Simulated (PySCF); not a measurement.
System: C$_{2}$H$_{7}$O$_{2}$Si (charge 0, doublet). It need not be the lowest isomer of its formula. SMILES: [CH2][Si](C)(O)O
Structure (B3LYP-D3(BJ)/def2-TZVP (Ansatz) minimum search):
```xyz
12

Si     0.0313     0.0110     0.0104
C      1.6093    -0.9272    -0.0773
C     -1.4089    -0.8664    -0.7758
O     -0.4498     0.2485     1.5773
O      0.3764     1.4411    -0.7465
H      1.7335    -1.9028     0.3803
H      2.4817    -0.5590    -0.6051
H     -1.2326    -1.0329    -1.8397
H     -2.3256    -0.2814    -0.6669
H     -1.5780    -1.8352    -0.3016
H      0.1993     0.6169     2.1826
H     -0.3312     2.0859    -0.8229
```
Charge 0, spin multiplicity 2.

Dispersion corrections to the total energy (kcal/mol) from the dftd3 and dftd4 libraries through PySCF: D3(BJ) without and D4 with the three-body term, each with the damping fitted for the functional named.

```json
[
 {"functional": "B2GP-PLYP", "D3(BJ)": "-3.82", "D4": "-2.36"},
 {"functional": "TPSS", "D3(BJ)": "-7.02", "D4": "-7.55"},
 {"functional": "B2PLYP", "D3(BJ)": "-4.58", "D4": "-3.91"},
 {"functional": "BP86", "D3(BJ)": "-8.96", "D4": "-7.47"},
 {"functional": "BLYP", "D3(BJ)": "…", "D4": "-12.31"},
 {"functional": "CAM-B3LYP", "D3(BJ)": "…", "D4": "-4.76"},
 {"functional": "PBE", "D3(BJ)": "…", "D4": "-5.60"}
]
```

**Question.** Fill in the missing entries.

**Answer.** 
- BLYP, D3(BJ): -11.82
- CAM-B3LYP, D3(BJ): -4.44
- PBE, D3(BJ): -5.54
